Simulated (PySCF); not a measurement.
**Frontier levels across methods**

Compound: Si₆H₁₂.
SMILES with atom numbers: `[SiH2:1]1[SiH2:2][SiH2:3][SiH2:4][SiH2:5][SiH2:6]1` (hydrogens: H7, H8 on Si1; H9, H10 on Si2; H11, H12 on Si3; H13, H14 on Si4; H15, H16 on Si5; H17, H18 on Si6)

Geometry (PBE0-D3(BJ)/def2-SVP, Å), atoms numbered from 1 in this order:
```xyz
18
Si6H12 angstrom
Si    -1.3321    1.2972   -1.2530
Si     0.7378    2.0646   -0.4566
Si     2.2039    0.2389   -0.2906
Si     1.3269   -1.2938    1.2553
Si    -0.7374   -2.0646    0.4473
Si    -2.2054   -0.2395    0.2910
H     -1.1188    0.5999   -2.5615
H     -2.2784    2.4374   -1.4690
H      1.3010    3.1205   -1.3568
H      0.5445    2.6551    0.9065
H      2.3050   -0.4277   -1.6282
H      3.5713    0.6895    0.1211
H      2.2744   -2.4316    1.4786
H      1.1048   -0.5939    2.5609
H     -1.3008   -3.1279    1.3384
H     -0.5376   -2.6451   -0.9191
H     -2.3028    0.4212    1.6318
H     -3.5739   -0.6877   -0.1195
```

Basis pcSseg-1 throughout (PySCF), one geometry. Isolated species at its PBE0-D3(BJ)/def2-SVP geometry (one conformer only).

Problem. How do the orbital energies and the gap change with the method?

Solution. 
| method | kind | HOMO (eV) | LUMO (eV) | gap (eV) | SCF cycles |
| --- | --- | --- | --- | --- | --- |
| B97-D | GGA | -6.82 | -1.34 | 5.48 | 11 |
| KT3 | GGA | -6.94 | -1.43 | 5.51 | 12 |
| KT2 | GGA | -6.97 | -1.58 | 5.39 | 12 |
| B3LYP | global hybrid | -7.67 | -0.85 | 6.81 | 11 |
| B97-2 | global hybrid | -7.68 | -0.74 | 6.94 | 10 |
| PBE0 | global hybrid | -7.92 | -0.76 | 7.16 | 11 |
| mPW1PW91 | global hybrid | -7.93 | -0.76 | 7.17 | 11 |
| BHandHLYP | global hybrid | -8.75 | 0.16 | 8.91 | 11 |
| CAM-B3LYP | range-separated hybrid | -9.06 | 0.34 | 9.40 | 11 |
| wB97X-D | range-separated hybrid | -9.65 | 0.92 | 10.57 | 11 |
| LC-wPBE | range-separated hybrid | -10.38 | 1.24 | 11.62 | 12 |

The HOMO spans 3.56 eV, from B97-D down to LC-wPBE, and the gap runs from 5.39 eV (KT2) to 11.62 eV (LC-wPBE). Over the methods B97-D (0 %), KT3 (0 %), KT2 (0 %), B3LYP (20 %), B97-2 (21 %), PBE0 (25 %), mPW1PW91 (25 %), BHandHLYP (50 %), a straight line through the gap against the share of exact exchange rises by 0.69 eV for each 10 % (correlation coefficient 0.999). The dipole is below 0.03 D at every level.

The vertical ΔSCF ionisation energy at wB97X-D/def2-SVPD is 9.51 eV; −ε(HOMO) comes closest to it with wB97X-D (9.65 eV).
